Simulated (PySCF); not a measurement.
Ligands exchanged one at a time, Si OCH3-SiH3. Isolated molecules, 0 K electronic values unless said otherwise. One relaxed conformer stands for each flexible species; it need not be the lowest. Strings in code marks are SMILES.

Quantity: redistribution energy (mixed species minus the weighted end members), in eV.

A: 2 of 4 OCH3 replaced by SiH3: `CO[Si]([SiH3])([SiH3])OC` (C–O–Si–Si torsion 79°, Si–Si–O–C torsion 178°)
B: 3 of 4 OCH3 replaced by SiH3: `[SiH3][Si](OC)([SiH3])[SiH3]` (C–O–Si–Si torsion 60°)
C: 1 of 4 OCH3 replaced by SiH3: `[SiH3][Si](OC)(OC)OC`

Question: Put the candidates in order of redistribution energy (mixed species minus the weighted end members), lowest first, for PBE-D3(BJ)/def2-TZVP // B3LYP-D3(BJ)/def2-SVP (PySCF).

Answer: C (0.271 eV), B (0.50 eV), A (0.55 eV)
